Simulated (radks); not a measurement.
The antimony ion Sb18+, configuration [Ar] 3d10 4s2 4p3. Calculated with a radial shooting solver on a logarithmic mesh with Libxc functionals: scalar-relativistic Kohn-Sham, LDA (Slater exchange, VWN5 correlation), spin-polarised, spherical densities, finite nucleus; open shells are filled with parallel spins first (spin-orbit coupling, left out, can overturn this in heavy ions); Fermi nuclear charge, rms radius 4.6802 fm.

Radial electron density D(r) = 4 pi r^2 rho(r):

| r (bohr) | D(r) (e/bohr) | spin D(r) |
|---|---|---|
| 0.001831 | 4.756 | -0.0000988 |
| 0.002346 | 7.151 | -0.000110 |
| 0.003006 | 10.59 | -0.0000703 |
| 0.003852 | 15.39 | 0.000126 |
| 0.004936 | 21.84 | 0.000738 |
| 0.006326 | 30.03 | 0.00237 |
| 0.008106 | 39.71 | 0.00639 |
| 0.01039 | 49.97 | 0.0157 |
| 0.01331 | 59.10 | 0.0362 |
| 0.01706 | 64.88 | 0.0786 |
| 0.02186 | 65.59 | 0.160 |
| 0.02801 | 61.74 | 0.300 |
| 0.0359 | 57.44 | 0.509 |
| 0.046 | 58.98 | 0.750 |
| 0.05895 | 69.19 | 0.900 |
| 0.07554 | 81.46 | 0.775 |
| 0.0968 | 82.86 | 0.332 |
| 0.124 | 69.71 | -0.0180 |
| 0.159 | 57.42 | 0.445 |
| 0.2053 | 61.46 | 1.64 |
| 0.2631 | 68.20 | 1.82 |
| 0.3372 | 54.81 | 0.409 |
| 0.4321 | 29.50 | 0.402 |
| 0.5537 | 15.37 | 3.63 |
| 0.7096 | 11.23 | 5.76 |
| 0.9093 | 5.973 | 3.65 |
| 1.165 | 1.461 | 0.964 |
| 1.493 | 0.1340 | 0.0946 |
| 1.913 | 0.003719 | 0.00281 |

D(r) has 3 maxima, at r = 0.0199, 0.0872, 0.259 bohr, and minima at 0.0389, 0.169 bohr, inside which lie 1.99, 11.12 electrons.
